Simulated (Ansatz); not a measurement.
Steps of a relaxation of `[SiH3][O][Cd][SH]` with RKS PBE0-D4/def2-TZVP.

```sh
$ ansatz run in.yaml --threads 4 --pin off --events-out ev --progress --plain --max-ram 10444MiB
```

```yaml
crystal:
  periodic: [false, false, false]
  atoms:
    - {symbol: Si, position_ang: [-0.051580, 1.342600, -0.200770]}
    - {symbol: O, position_ang: [0.396220, 0.349720, 0.970640]}
    - {symbol: Cd, position_ang: [1.391900, -1.352970, 0.688740]}
    - {symbol: S, position_ang: [-0.103960, -3.083370, 0.133660]}
    - {symbol: H, position_ang: [-0.539240, 0.548430, -1.372450]}
    - {symbol: H, position_ang: [-1.129120, 2.159830, 0.355120]}
    - {symbol: H, position_ang: [1.078910, 2.174760, -0.655390]}
    - {symbol: H, position_ang: [-1.043110, -2.138990, 0.080440]}
basis:
  gaussian: {orbitals: def2-TZVP}
hamiltonian: {xc: pbe0, dispersion: d4}
relax: {f_tol: 0.005, max_steps: 150}
```

Positions (Å) and forces (eV/Å) along the path, 17 of 32 steps:

```xyz
8
step=1 energy=-25383.3341 eV
Si   -0.052    1.343   -0.201   -0.130   -0.073   -0.270
O     0.396    0.350    0.971    0.672    0.120    0.823
Cd    1.392   -1.353    0.689   -0.547   -0.337   -0.040
S    -0.104   -3.083    0.134    0.483   -0.939   -0.105
H    -0.539    0.548   -1.372   -0.061    0.160   -0.131
H    -1.129    2.160    0.355   -0.395    0.455   -0.082
H     1.079    2.175   -0.655    0.147    0.315   -0.217
H    -1.043   -2.139    0.080   -0.169    0.299    0.023
8
step=2 energy=-25383.6098 eV
Si   -0.040    1.389   -0.185    0.044    0.161   -0.201
O     0.479    0.441    1.011    0.652   -0.418    0.315
Cd    1.234   -1.416    0.698   -0.666    0.074    0.002
S    -0.108   -3.276    0.104    0.423    0.249    0.103
H    -0.538    0.597   -1.358   -0.033    0.025    0.031
H    -1.141    2.233    0.328   -0.130    0.154   -0.048
H     1.063    2.246   -0.701   -0.013    0.138   -0.083
H    -0.949   -2.214    0.103   -0.277   -0.383   -0.119
8
step=3 energy=-25383.8006 eV
Si   -0.012    1.431   -0.173    0.126    0.214   -0.085
O     0.585    0.526    1.035    0.500   -0.622   -0.022
Cd    1.140   -1.418    0.720   -0.770    0.433   -0.001
S    -0.069   -3.354    0.104    0.225    0.439    0.128
H    -0.526    0.614   -1.327    0.012   -0.032    0.097
H    -1.140    2.269    0.320    0.010    0.016   -0.009
H     1.049    2.319   -0.742   -0.091    0.035   -0.014
H    -1.028   -2.388    0.063   -0.012   -0.483   -0.093
8
step=4 energy=-25384.0021 eV
Si    0.024    1.475   -0.166    0.112    0.142    0.026
O     0.692    0.602    1.037    0.276   -0.594   -0.174
Cd    0.986   -1.387    0.726   -0.515    0.561    0.036
S    -0.016   -3.410    0.118   -0.186    0.519    0.071
H    -0.507    0.615   -1.282    0.047   -0.019    0.093
H    -1.126    2.284    0.331    0.056    0.003    0.009
H     1.039    2.384   -0.780   -0.089    0.023   -0.009
H    -1.094   -2.563    0.015    0.299   -0.634   -0.051
8
step=5 energy=-25384.1544 eV
Si    0.055    1.515   -0.161    0.120    0.059    0.035
O     0.780    0.646    1.016    0.080   -0.322   -0.153
Cd    0.838   -1.340    0.730   -0.285    0.313    0.008
S     0.034   -3.440    0.147   -0.583    0.530   -0.009
H    -0.482    0.624   -1.249    0.018    0.012    0.061
H    -1.101    2.300    0.356    0.037    0.010    0.027
H     1.027    2.440   -0.808   -0.039    0.055   -0.011
H    -1.151   -2.745   -0.032    0.653   -0.658    0.042
8
step=6 energy=-25384.2497 eV
Si    0.086    1.561   -0.164    0.041   -0.006    0.044
O     0.834    0.663    0.976   -0.013   -0.150   -0.111
Cd    0.697   -1.309    0.722   -0.086    0.120   -0.008
S     0.073   -3.478    0.195   -0.738    0.453   -0.066
H    -0.472    0.668   -1.239    0.015    0.046   -0.007
H    -1.071    2.324    0.383    0.034    0.032    0.037
H     1.030    2.508   -0.817   -0.005    0.039   -0.001
H    -1.177   -2.936   -0.057    0.753   -0.535    0.113
8
step=9 energy=-25384.3908 eV
Si    0.104    1.711   -0.223    0.024   -0.047   -0.008
O     0.748    0.559    0.733   -0.054    0.066   -0.080
Cd    0.475   -1.389    0.624    0.022    0.001   -0.042
S     0.149   -3.672    0.430   -0.012    0.063    0.035
H    -0.496    1.119   -1.467    0.029    0.037    0.063
H    -0.985    2.452    0.475    0.016    0.000    0.000
H     1.141    2.694   -0.651   -0.016   -0.038    0.036
H    -1.135   -3.473    0.080   -0.009   -0.081   -0.003
8
step=11 energy=-25384.4060 eV
Si    0.101    1.778   -0.248    0.063   -0.082    0.045
O     0.644    0.508    0.615   -0.083    0.157   -0.134
Cd    0.389   -1.437    0.531    0.011   -0.051    0.021
S     0.201   -3.746    0.536   -0.145    0.057   -0.050
H    -0.516    1.354   -1.550    0.041    0.011    0.070
H    -0.940    2.540    0.502    0.007   -0.027   -0.003
H     1.219    2.717   -0.557   -0.035   -0.056    0.008
H    -1.098   -3.715    0.170    0.142   -0.010    0.043
8
step=13 energy=-25384.4082 eV
Si    0.098    1.785   -0.254    0.030    0.012    0.025
O     0.622    0.500    0.587   -0.006    0.023   -0.007
Cd    0.385   -1.445    0.518    0.000   -0.037    0.000
S     0.212   -3.752    0.520   -0.002    0.015   -0.002
H    -0.501    1.392   -1.567   -0.006   -0.003   -0.008
H    -0.945    2.535    0.503   -0.007   -0.002   -0.005
H     1.229    2.715   -0.528   -0.009   -0.003   -0.005
H    -1.099   -3.729    0.221   -0.001   -0.005    0.003
8
step=14 energy=-25384.4084 eV
Si    0.100    1.787   -0.253   -0.001   -0.001   -0.002
O     0.620    0.499    0.586    0.000   -0.004    0.001
Cd    0.385   -1.448    0.510    0.004    0.007    0.000
S     0.215   -3.754    0.502   -0.001   -0.001   -0.002
H    -0.491    1.396   -1.571    0.001    0.002   -0.001
H    -0.952    2.531    0.498   -0.001    0.000   -0.001
H     1.229    2.721   -0.520    0.000    0.000    0.001
H    -1.105   -3.732    0.247   -0.002   -0.003    0.002
8
step=17 energy=-25384.4071 eV rejected
Si    0.101    1.791   -0.254   -0.018    0.004   -0.016
O     0.601    0.491    0.578    0.003   -0.010    0.005
Cd    0.381   -1.455    0.472    0.018    0.014   -0.002
S     0.232   -3.762    0.422   -0.306    0.016   -0.012
H    -0.451    1.423   -1.595    0.006   -0.001    0.007
H    -0.975    2.519    0.479    0.006    0.001    0.000
H     1.234    2.733   -0.474   -0.001   -0.002    0.006
H    -1.123   -3.740    0.372    0.292   -0.023    0.013
8
step=18 energy=-25384.4087 eV
Si    0.100    1.789   -0.253    0.001    0.003    0.000
O     0.612    0.496    0.582    0.001   -0.002   -0.002
Cd    0.385   -1.450    0.490   -0.007   -0.001    0.002
S     0.221   -3.757    0.467   -0.014   -0.005   -0.005
H    -0.473    1.410   -1.582    0.001    0.000    0.000
H    -0.962    2.526    0.490   -0.001   -0.001   -0.001
H     1.231    2.728   -0.498   -0.001    0.000    0.001
H    -1.114   -3.742    0.304    0.019    0.006    0.005
8
step=21 energy=-25384.4088 eV
Si    0.101    1.790   -0.254   -0.001    0.000   -0.001
O     0.612    0.496    0.581    0.000   -0.001    0.000
Cd    0.383   -1.451    0.488    0.000    0.000   -0.001
S     0.222   -3.757    0.459   -0.005    0.001   -0.002
H    -0.469    1.411   -1.585    0.001    0.001    0.001
H    -0.965    2.524    0.488    0.000   -0.001   -0.001
H     1.231    2.730   -0.494    0.000    0.000    0.001
H    -1.115   -3.741    0.316    0.004    0.001    0.003
8
step=22 energy=-25384.4089 eV
Si    0.101    1.790   -0.254   -0.003   -0.002   -0.003
O     0.610    0.495    0.579    0.000   -0.001    0.002
Cd    0.383   -1.452    0.482    0.002    0.000   -0.003
S     0.223   -3.758    0.443   -0.022    0.003   -0.002
H    -0.460    1.415   -1.589    0.002    0.002    0.002
H    -0.970    2.520    0.485    0.000   -0.001   -0.001
H     1.231    2.733   -0.485    0.000    0.000    0.001
H    -1.118   -3.743    0.340    0.021    0.000    0.004
8
step=24 energy=-25384.4090 eV
Si    0.102    1.792   -0.254   -0.003   -0.002   -0.003
O     0.607    0.492    0.575    0.000    0.000    0.002
Cd    0.381   -1.454    0.467    0.004   -0.001   -0.002
S     0.224   -3.760    0.414   -0.048    0.005   -0.002
H    -0.444    1.423   -1.598    0.002    0.002    0.002
H    -0.979    2.513    0.478    0.001   -0.001   -0.001
H     1.231    2.740   -0.467   -0.001   -0.001    0.002
H    -1.122   -3.746    0.386    0.046   -0.003    0.003
8
step=25 energy=-25384.4092 eV
Si    0.103    1.793   -0.255    0.000    0.002   -0.001
O     0.606    0.489    0.570    0.001   -0.001   -0.001
Cd    0.381   -1.456    0.452    0.002    0.001    0.001
S     0.221   -3.762    0.391   -0.034    0.003   -0.002
H    -0.430    1.432   -1.606    0.001    0.001    0.002
H    -0.988    2.504    0.473    0.000   -0.001   -0.001
H     1.230    2.747   -0.450   -0.002   -0.002    0.001
H    -1.124   -3.747    0.426    0.032   -0.003    0.001
8
step=32 energy=-25384.4095 eV
Si    0.105    1.794   -0.256    0.000   -0.001   -0.001
O     0.609    0.487    0.561    0.000   -0.003    0.000
Cd    0.379   -1.458    0.435   -0.001    0.000    0.000
S     0.215   -3.763    0.360   -0.001    0.001   -0.001
H    -0.410    1.443   -1.617    0.001    0.001    0.000
H    -1.000    2.490    0.465   -0.001   -0.001    0.000
H     1.227    2.759   -0.428    0.000    0.001    0.000
H    -1.124   -3.752    0.479    0.002    0.001    0.002
```

It took 84 s on 4 threads of an Arm Neoverse V2 on a shared host, with 0.44 GiB of host memory at the peak.
